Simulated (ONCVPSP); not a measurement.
**Building the ONCV potential for Cr (Z = 24) (PBE, scalar-relativistic).**

ONCVPSP 4.0.1 input, shortened (lines: element, Z, core and valence counts, functional; n l f; lmax; l rc ep ncon nbas qcut; lloc lpopt rc5 dvloc0; l nproj debl; icmod fcfact rcfact), PBE, scalar-relativistic:

```
  Cr 24.00    3    4        4      upf
    1    0    2.00
    2    0    2.00
    2    1    6.00
    3    0    2.00
    3    1    6.00
    3    2    5.00
    4    1    1.00
    2
    0    0.85    0.00    4    8    7.80
    1    1.45    0.00    3    7    9.80
    2    1.10    0.00    5   10    7.70
    4    5    0.55    1.00
    0    2    0.60
    1    2    1.40
    2    2    1.20
    3    3.75    1.35
```

In the s channel the program set the typed energies aside and used -2.770, 0.250 Ha.

All-electron outer shells of the reference configuration (PBE, scalar-relativistic, ld1.x):

| shell | level (eV) | outermost node (bohr) | outermost maximum (bohr) |
| --- | --- | --- | --- |
| 2p | -561.98 | – | 0.20 |
| 3s | -75.39 | 0.36 | 0.78 |
| 3p | -46.86 | 0.33 | 0.80 |
| 3d | -4.27 | – | 0.84 |
| 4p | -1.73 | 1.24 | 3.80 |

(1) Estimate the cutoffs (Ha) at which the residual kinetic energy of the hardest occupied pseudo-wave falls to 1 and 0.1 mHa per electron.

(2) Does the potential have ghost states?

(3) Which valence shell sets the plane-wave cutoff?

(4) Tests: 3s2 3p6 3d5 4s1 4p0; 3s2 3p6 3d5 4p0; 3s2 3p6 3d4 4p0; 3s2 3p6 3d4 4s1 4p1. Which has the largest error in its energy relative to the reference configuration, and how large is it?

Results:

(1) 301 Ha and 332 Ha.

(2) No bound ghost flagged; GHOST(+) flagged for s at 275.8 eV.

(3) 3d: 301 Ha for 1 mHa per electron, against 192 Ha for 3s.

(4) 3s2 3p6 3d4 4s1 4p1, with +5.7 meV (all-electron minus pseudo) on +0.38 eV.
